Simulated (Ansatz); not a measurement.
```yaml
crystal:
  periodic: [false, false, false]
  atoms:
    - {symbol: F, position_ang: [2.559030, -1.787730, -0.270671]}
    - {symbol: Si, position_ang: [0.092468, -0.173876, 0.114078]}
    - {symbol: F, position_ang: [-1.133026, -1.021854, 2.686155]}
    - {symbol: Br, position_ang: [-2.525700, -0.957012, -2.952407]}
    - {symbol: Br, position_ang: [1.101525, 3.801012, 0.344610]}
basis:
  gaussian: {orbitals: cc-pVDZ, final_grid: {core_spheres: 8, valence_spheres: 7, degree: 23}}
hamiltonian: {xc: {name: wB97X}}
output: {forces: true}
```

```sh
$ ansatz run in.yaml --threads 4 --pin off --events-out ev --progress --plain --max-ram 10444MiB
```

Shortened log:

```
Functional definition: wB97X
1083 factors; integrals over basis functions are off by at most 6.4e-4 eV
209 factors; integrals over basis functions are off by at most 2.8e-5 eV
mean field evaluation 1: about -153375.8519 eV, gradient 6.8e1 eV
mean field evaluation 2: about -153069.3708 eV, gradient 2.6e2 eV
mean field evaluation 4: about -153375.5650 eV, gradient 4.6e1 eV
mean field evaluation 8: about -153388.2017 eV, gradient 3.9e0 eV
mean field evaluation 16: about -153388.4311 eV, gradient 2.9e-1 eV
mean field evaluation 32: about -153388.5247 eV, gradient 9.5e-2 eV
mean field -153388.52492579 eV, -5636.9243205465 hartree, gradient 4.5e-6 eV, S^2 0.000000; 6 other end points of the search recorded, 0 dependent functions left out
reference -153388.52489524 eV, -5636.9243194237 hartree; 51, 51 occupied and 49, 49 virtual orbitals, 1083 factors
Total energy: -153388.52489524 eV, -5636.9243194237 hartree
Atom 0 at     2.559030    -1.787730    -0.270671 Å, force    -2.378056     1.568216     0.353236 eV/Å
Atom 1 at     0.092468    -0.173876     0.114078 Å, force     0.907108    -1.799336     1.598729 eV/Å
Atom 2 at    -1.133026    -1.021854     2.686155 Å, force     1.167704     0.832686    -2.486430 eV/Å
Atom 3 at    -2.525700    -0.957012    -2.952407 Å, force     0.534131     0.200989     0.614917 eV/Å
Atom 4 at     1.101525     3.801012     0.344610 Å, force    -0.230886    -0.802555    -0.080451 eV/Å
Dipole moment:    -0.344142     0.682631    -0.606529 e Å
```

(1) Something in this input is off. What?

Answers

(1) The coordinates are in bohr but typed as ångström. The calculation finished and met its thresholds. The result belongs to that input, not to the molecule as meant.
